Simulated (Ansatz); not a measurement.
Cost and result for the atomization energy of `C=C(N)CBr` (11 atoms, 10 bonds).

```xyz
11

C     0.0616   -1.5037    0.2060
C     0.0554   -0.1670    0.2016
N    -0.0628    0.6303    1.3254
C     0.3126    0.5765   -1.0591
Br   -1.1666    1.7904   -1.5079
H     0.2278   -2.0563   -0.7075
H    -0.0709   -2.0701    1.1204
H    -0.4167    0.1592    2.1426
H    -0.5376    1.5061    1.1600
H     1.1813    1.2276   -0.9752
H     0.4160   -0.0931   -1.9062
```

Charge 0, multiplicity 1. Correlated methods include outer-core shells of Br, which these sets cover unevenly. Scalar relativity is left out up to krypton. The geometry is a stationary point of PBE0-D4/def2-TZVP. It is one conformer, not always the lowest. Program: Ansatz. All runs use 4 threads of an Arm Neoverse V2 on a shared host. Times are those of one run each, without the atoms' runs, and a repeat can differ threefold. Electronic energies, without spin–orbit coupling; frozen cores. CCSD(T)/CBS adds CCSD(T) − MP2 in def2-TZVPP to the MP2 limit, and its time is that of the two runs behind it. T1 = 0.010. With those shells the extrapolation isn't a true limit. B3LYP takes the VWN-RPA correlation (the form of Gaussian; ORCA's B3LYP/G).

CCSD(T)/CBS is a level of theory with its own doubt, some kJ/mol a heavy atom from the limit and from the frozen cores, so smaller differences don't rank the functionals.

```json
{"level": "PBE-D4/def2-TZVPP (with forces)", "functions": "256", "wall time": "2.4 s", "atomization (kcal/mol)": "1036.2", "difference from CCSD(T)/CBS": "32.2", "per bond": "3.2"}
{"level": "PBE0-D4/def2-TZVPP", "functions": "256", "wall time": "2.8 s", "atomization (kcal/mol)": "1014.5", "difference from CCSD(T)/CBS": "10.5", "per bond": "1.1"}
{"level": "B3LYP-D4/def2-TZVPP (with forces)", "functions": "256", "wall time": "4.5 s", "atomization (kcal/mol)": "1006.9", "difference from CCSD(T)/CBS": "2.9", "per bond": "0.3"}
{"level": "r2SCAN-D4/def2-TZVPP (with forces)", "functions": "256", "wall time": "4.5 s", "atomization (kcal/mol)": "1007.0", "difference from CCSD(T)/CBS": "3.0", "per bond": "0.3"}
{"level": "B2PLYP/def2-TZVPP", "functions": "256", "wall time": "5.5 s", "atomization (kcal/mol)": "994.6", "difference from CCSD(T)/CBS": "-9.4", "per bond": "-0.9"}
{"level": "ωB97X-V/def2-TZVPP", "functions": "256", "wall time": "7.5 s", "atomization (kcal/mol)": "1004.7", "difference from CCSD(T)/CBS": "0.7", "per bond": "0.1"}
{"level": "ωB97M-V/def2-TZVPP (with forces)", "functions": "256", "wall time": "11 s", "atomization (kcal/mol)": "1006.3", "difference from CCSD(T)/CBS": "2.3", "per bond": "0.2"}
{"level": "MP2/def2-QZVPP", "functions": "497", "wall time": "24 s", "atomization (kcal/mol)": "1010.4", "difference from CCSD(T)/CBS": "6.4", "per bond": "0.6"}
{"level": "CCSD(T)/def2-TZVPP", "functions": "256", "wall time": "3.8 min", "atomization (kcal/mol)": "976.3", "difference from CCSD(T)/CBS": "-27.7", "per bond": "-2.8"}
{"level": "CCSD(T)/CBS(def2)", "functions": "–", "wall time": "4.2 min", "atomization (kcal/mol)": "1004.0", "difference from CCSD(T)/CBS": "0.0", "per bond": "0.0"}
```

The D4 term adds +9.1 kcal/mol with B3LYP and +4.7 kcal/mol with PBE0; it sums over pairs of atoms, weighted by their polarisabilities, and B3LYP, whose exchange is more repulsive, gets the larger term. From PBE to PBE0 (25 % exact exchange), in def2-TZVPP and without D4, the atomization energy moves by −20.9 kcal/mol: exact exchange takes away binding that semilocal exchange gives to molecules. In def2-TZVPP, CCSD(T) changes the Hartree–Fock value by +263.4 kcal/mol (the triples alone add +17.5 kcal/mol) and MP2 by +281.4 kcal/mol; breaking electron pairs costs correlation energy, which Hartree–Fock lacks.
